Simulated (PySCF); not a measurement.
# GaAs at PBE0

Computed with PBE0; Ga cc-pVTZ-PP with ECP10, As cc-pVTZ-PP with ECP10; scalar-relativistic core potentials (PySCF 2.14).

```
state                                            : ³Σ⁻ (triplet), unpaired electrons π ↑↑
bond length                                      : 4.843 bohr
harmonic wavenumber                              : 213 cm⁻¹
force constant                                   : 0.958 mdyn/Å
rotational constant Be                           : 0.07150 cm⁻¹
anharmonicity ωexe                               : 0.549 cm⁻¹
vibration–rotation constant αe                   : 0.000284 cm⁻¹
well depth De to Ga + As                         : 189 kJ/mol
dissociation energy D0                           : 188 kJ/mol
bond order (Mayer)                               : 1.10
dipole moment (positive dipole means Ga(−)As(+)) : -1.38 D
```

Spin–orbit coupling is left out. The state is the lowest determinant that a PBE0 search found; another state may lie lower at other levels.
